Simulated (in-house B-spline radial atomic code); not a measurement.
Values are calculated unless marked as measured or tabulated.
**Softness against transferability: the 4d channel of I**

I, [Kr] 4d10 5s2 5p5, non-relativistic LDA (VWN5), spherical and spin-unpolarised, from an all-electron radial atomic-structure program (B-spline basis) (atomic units). The all-electron 4d level is ε = -1.938179 hartree, its outermost node lies just inside 0.36 bohr and its outer maximum at 0.77 bohr.

Troullier-Martins pseudo-orbitals are made for several radii. The cutoffs (hartree) are the plane-wave energies beyond which the orbital holds less than the named kinetic energy per electron. The phase error is the difference, pseudo minus all-electron, of arctan(R P'/P) at R = 1.38 bohr for all radii, half a hartree below and above the level.

```tsv
r_c (bohr)	V_l(0) (hartree)	cutoff for 10 mEh	for 1 mEh	for 0.1 mEh	phase error at ε − 0.5 (mrad)	at ε + 0.5 (mrad)
0.58	-178.15	393	> 450	> 450	-4.1	-0.8
0.67	-72.71	156	189	382	-2.2	-0.4
0.77	-33.28	73.9	117	202	-1.4	-0.3
0.87	-24.30	48.8	63.6	80.4	-1.0	-0.2
0.97	-22.64	46.9	58.3	72	-0.8	-0.1
1.08	-22.16	46.1	56.6	88.2	-0.6	-0.1
```

**Question.** Which radius needs the lowest cutoff for 1 mEh while both phase errors stay within 1.5 mrad?

**Answer.** The radii within that limit are 0.77, 0.87, 0.97, 1.08 bohr; of these r_c = 1.08 needs the least, 56.6 hartree, that is 113 Ry or 1540 eV.
